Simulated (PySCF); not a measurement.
## How methods differ on the ionisation energy of Ni

Ni [Ar] 3d8 4s2 (3F) → Ni⁺ [Ar] 3d9 (2D), as a difference of total energies. Calculation: PySCF 2.14, in cc-pVDZ (6s5p3d1f, 43 functions); no relativity, point nucleus. Correlated levels: valence: [Ar] frozen. The calculations carry no spin-orbit coupling.

```
           method  ionisation energy (eV)
              UHF                   7.673
           r2SCAN                   7.721
             PBE0                   7.307
    MP2 (valence)                   6.399
SCS-MP2 (valence)                   6.646
```

Problem. How much does correlation contribute at MP2 (valence)?

Solution. 6.399 − (7.673) = -1.274 eV, measured against UHF.

These non-relativistic numbers lack the scalar-relativistic shift.

The reference lies between the lowest fine-structure levels, while these numbers refer to the centres of the terms.

Errors of the correlated levels include the incompleteness of this basis and the frozen core.

MP2 underrates the near-degeneracy of ns² with np² in the lower species.

For comparison: 7.640 eV (measured; NIST Atomic Spectra Database, ionization energies).
